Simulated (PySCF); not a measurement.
Vertical excitations of a molecule C₂H₅BO₃ from TDDFT-PBE0/def2-SVPD run with PySCF, as energy in eV (oscillator strength): 6.91 (0.000), 7.75 (0.000), 7.86 (0.008), 8.41 (0.004), 8.45 (0.024), 8.55 (0.017), 8.57 (0.013), 8.91 (0.000), 8.95 (0.048), 9.40 (0.010). Lowest triplet (TDA): 6.76 eV. Geometry optimised at PBE0-D3(BJ)/def2-SVP. The geometry has at least one imaginary mode, so it is a saddle point at that level. One conformer was computed; it need not be the lowest.

Q: Pick the molecule that these values belong to.
A) CC(=O)OBO
B) CB(O)C(=O)O
C) OB1OCCO1
D) C=COB(O)O

A: C, OB1OCCO1
